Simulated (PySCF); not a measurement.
BaF (SMILES [F][Ba+]), charge +1, singlet, geometry from GFN2-xTB (such geometries of metal compounds can be far from the true shape) (core potentials on Ba); TPSS/def2-TZVP (PySCF).

Here is a job for PySCF.
```python
from pyscf import gto, scf, dft

mol = gto.M(
    atom='''
Ba   -0.00000000   -0.00000000   -0.32543584
F     0.00000000    0.00000000    2.02493413
''',
    basis='def2-tzvp',
    ecp={'Ba': 'def2-tzvp'},
    charge=1,
    verbose=4,
)

mf = dft.RKS(mol)
mf.xc = 'tpss'
mf.grids.atom_grid = (75, 302)
mf.kernel()
mf.analyze()
```

Q: Predict the main parts of the log of this PySCF run.

A: 
```
PySCF version 2.14.0

[INPUT] verbose = 4
[INPUT] num. atoms = 2
[INPUT] num. electrons = 18
[INPUT] charge = 1
[INPUT] spin (= nelec alpha-beta = 2S) = 0
[INPUT] symmetry False subgroup None
[INPUT] Mole.unit = angstrom
[INPUT] Symbol           X                Y                Z      unit          X                Y                Z       unit  Magmom
[...]
nuclear repulsion = 20.2631711563265
number of shells = 25
number of NR pGTOs = 106
number of NR cGTOs = 71
basis = def2-tzvp
ecp = {'Ba': 'def2-tzvp'}

******** <class 'pyscf.dft.rks.RKS'> ********
method = RKS
initial guess = minao
damping factor = 0
level_shift factor = 0
DIIS = <class 'pyscf.scf.diis.CDIIS'>
diis_start_cycle = 1
diis_space = 8
diis_damp = 0
SCF conv_tol = 1e-09
SCF conv_tol_grad = None
SCF max_cycles = 50
direct_scf = True
direct_scf_tol = 1e-13
XC library pyscf.dft.libxc version 7.1.2
    S. Lehtola, C. Steigemann, M. J. T. Oliveira, and M. A. L. Marques,  SoftwareX 7, 1–5 (2018)
XC functionals = tpss
    J. Tao, J. P. Perdew, V. N. Staroverov, and G. E. Scuseria,  Phys. Rev. Lett. 91, 146401 (2003)
    J. P. Perdew, J. Tao, V. N. Staroverov, and G. E. Scuseria,  J. Chem. Phys. 120, 6898 (2004)
    J. Tao, J. P. Perdew, V. N. Staroverov, and G. E. Scuseria,  Phys. Rev. Lett. 91, 146401 (2003)
    J. P. Perdew, J. Tao, V. N. Staroverov, and G. E. Scuseria,  J. Chem. Phys. 120, 6898 (2004)
radial grids:
    Treutler-Ahlrichs [JCP 102, 346 (1995); DOI:10.1063/1.469408] (M4) radial grids

becke partition: Becke, JCP 88, 2547 (1988); DOI:10.1063/1.454033
pruning grids: <function nwchem_prune>
grids dens level: 3
symmetrized grids: False
atomic radii adjust function: <function treutler_atomic_radii_adjust>
User specified grid scheme (75, 302)
small_rho_cutoff = 0
Set gradient conv threshold to 3.16228e-05
Initial guess from minao.
tot grids = 27952
init E= -120.197241855448
[...]
cycle= 1 E= -125.133652449921  delta_E= -4.94  |g|= 0.834  |ddm|= 6.58

WARN: HOMO -0.238959540610855 == LUMO -0.238096777007761

cycle= 2 E= -113.327791174617  delta_E= 11.8  |g|= 3.11  |ddm|= 4.89
[...]
cycle= 3 E= -125.148308890577  delta_E= -11.8  |g|= 0.724  |ddm|= 4.96
[...]
cycle= 4 E= -125.183128317884  delta_E= -0.0348  |g|= 0.63  |ddm|= 0.196
[...]
cycle= 5 E= -125.265184618863  delta_E= -0.0821  |g|= 0.138  |ddm|= 0.34
[...]
cycle= 6 E= -125.268759762081  delta_E= -0.00358  |g|= 0.0327  |ddm|= 0.115
[...]
cycle= 7 E= -125.269041072962  delta_E= -0.000281  |g|= 0.00327  |ddm|= 0.0279
[...]
cycle= 8 E= -125.269042926803  delta_E= -1.85e-06  |g|= 0.00255  |ddm|= 0.00291
[...]
cycle= 9 E= -125.26904421508  delta_E= -1.29e-06  |g|= 0.000263  |ddm|= 0.00153
[...]
cycle= 10 E= -125.269044227017  delta_E= -1.19e-08  |g|= 4.36e-05  |ddm|= 0.000116
[...]
cycle= 11 E= -125.269044227401  delta_E= -3.84e-10  |g|= 4.15e-06  |ddm|= 2.25e-05
[...]
Extra cycle  E= -125.269044227373  delta_E= 2.84e-11  |g|= 1.33e-05  |ddm|= 8.77e-06
converged SCF energy = -125.269044227373
**** SCF Summaries ****
Total Energy =                        -125.269044227372717
Nuclear Repulsion Energy =              20.263171156326507
One-electron Energy =                 -219.400408223827242
Two-electron Energy =                   73.868192840128032
Two-electron Coulomb Energy =           87.913568766328225
DFT Exchange-Correlation Energy =      -14.045375926200190
HOMO-LUMO gap [eV] =                     4.631713621847018
**** MO energy ****
[...]
WARN: System has nonzero charge 1; the dipole moment is origin-dependent.
Location of origin: [0. 0. 0.]

Dipole moment(X, Y, Z, Debye): -0.00000, -0.00000, -8.13916
```
